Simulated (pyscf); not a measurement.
**H₂N–Zr(NH₂)(NH₂)–NH₂ (SMILES [NH2][Zr]([NH2])([NH2])[NH2]), singlet**

Gas-phase minimum from PySCF at ωB97X-D3(BJ)/def2-SVP, one conformer. 

```xyz
13

N     -0.4685    -1.5785    -2.0473
Zr    -0.3627     0.0224    -0.7711
N      1.3763     1.0338    -1.1658
N     -1.9802     1.2518    -1.0458
N     -0.3808    -0.6226     1.1745
H      0.3353    -2.1530    -2.2978
H     -1.2664    -1.9050    -2.5882
H      2.0689     1.3861    -0.5086
H      1.7208     1.2125    -2.1084
H     -2.8995     1.0667    -0.6463
H     -2.0220     2.1508    -1.5209
H     -0.2431    -1.5649     1.5334
H     -0.6032    -0.0167     1.9636
```
Charge 0, spin multiplicity 1.

Bond lengths (Å): N1–Zr2 2.050, N1–H6 1.019, N1–H7 1.018, Zr2–N3 2.050, Zr2–N4 2.050, Zr2–N5 2.050, N3–H8 1.018, N3–H9 1.019, N4–H10 1.019, N4–H11 1.018, N5–H12 1.018, N5–H13 1.019. Angles (°): Zr2–N1–H6 123.5, Zr2–N1–H7 128.5, H6–N1–H7 107.9, N1–Zr2–N3 108.0, N1–Zr2–N4 110.1, N1–Zr2–N5 110.2, N3–Zr2–N4 110.3, N3–Zr2–N5 110.2, N4–Zr2–N5 108.0, Zr2–N3–H8 128.6, Zr2–N3–H9 123.4, H8–N3–H9 107.9, Zr2–N4–H10 123.4, Zr2–N4–H11 128.7 (the first ones only).

Properties at ωB97X-D3(BJ)/def2-SVP:

```
Item                                                                                                                                                                                                                                                                                                 Result
---------------------------------------------------------------------------------------------------------------------  ------------------------------------------------------------------------------------------------------------------------------------------------------------------------------------
Harmonic wavenumbers, unscaled                                                                                         120, 121, 139, 142, 153, 186, 187, 308, 325, 426, 426, 442, 480, 480, 482, 482, 496, 639, 646, 648, 648, 1516, 1517, 1517, 1519, 3573, 3573, 3574, 3576, 3662, 3662, 3663, 3663 cm⁻¹
Zero-point energy                                                                                                                                                                                                                                                                             61.5 kcal/mol
Rotational symmetry number                                                                                                                                                                                                                                                                                2
Entropy of this conformer at 298 K and 1 atm, rigid rotor and harmonic oscillator, modes under 100 cm⁻¹ raised to 100                                                                                                                                                                       402.5 J/(mol K)
Dipole moment                                                                                                                                                                                                                                                                                        0.02 D
```

Single-point totals, which compare only within one level:

```
level                   total energy (hartree)
----------------------  ----------------------
ωB97X-D3(BJ)/def2-TZVP              -271.24036
PBE/def2-TZVP                       -270.87654
r²SCAN/def2-TZVP                    -271.03329
B3LYP-D3(BJ)/def2-TZVP              -271.17635
PBE0-D3(BJ)/def2-TZVP               -270.86635
M06-2X/def2-TZVP                    -270.93602
ωB97M-D3(BJ)/def2-TZVP              -271.14701
```

Soft torsions are taken as harmonic, which can shift the entropy by several J/(mol K). Elements past Kr carry the def2 core potentials, without spin-orbit coupling.
